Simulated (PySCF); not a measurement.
# Gas-phase thermal properties of SnBr₄

Computed with PySCF (xtb for GFN2) and rigid-rotor harmonic-oscillator thermochemistry at 1 bar. All species are closed-shell singlets. Sn: scalar-relativistic def2 core potential, no spin-orbit coupling. Br: all electrons, no relativistic terms. The harmonic model lacks anharmonicity and excited electronic states, which grow with temperature; levels with a mode under 35 cm⁻¹ are left out. Soft modes under 120 cm⁻¹ make the harmonic entropy rough for SnBr₄.

```tsv
level	point group	σ	ZPE (kJ/mol)	S°298 (J/mol/K)	Cp298 (J/mol/K)	S°1000 (J/mol/K)	H1000 − H298 (kJ/mol)
GFN2-xTB	Td	12	6.5	435.3	105.3	564.9	75.3
PBE/def2-SVP	Td	12	8.1	419.2	103.9	548.0	74.9
PBE0/def2-TZVP	Td	12	8.6	414.5	103.4	543.1	74.8
```
σ: rotational symmetry number. Electronic degeneracy used: 1. Frequencies are unscaled.
